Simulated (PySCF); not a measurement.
C₃H₆BNO, SMILES C=C1CNB1O.

Coordinates come from a r2SCAN-D4/def2-SVP optimisation. This is a generated structure with no PubChem entry under its InChIKey; it may be hypothetical. One conformer was computed; it need not be the lowest.

The numbers are results of PySCF with ωB97X/def2-TZVP, not measurements.

Gas-phase values at a fixed geometry.

Estimate the frontier levels, gap, dipole moment and polarisability. (An estimate is asked for; the answer gives what the named calculation found.)


```json
{
  "highest_occupied_level": "-9.61 eV",
  "lowest_empty_level": "1.84 eV",
  "orbital_gap": "11.45 eV",
  "dipole_moment": "2.44 D",
  "quadrupole, principal values (traceless, Buckingham form, about the centre of nuclear charge)": "-6.57, -3.12, 9.68 D·Å",
  "mean_static_polarisability": "59.2 bohr³ (8.78 Å³)",
  "polarisability_principal_values": "40.8, 60.8, 76.0 bohr³"
}
```
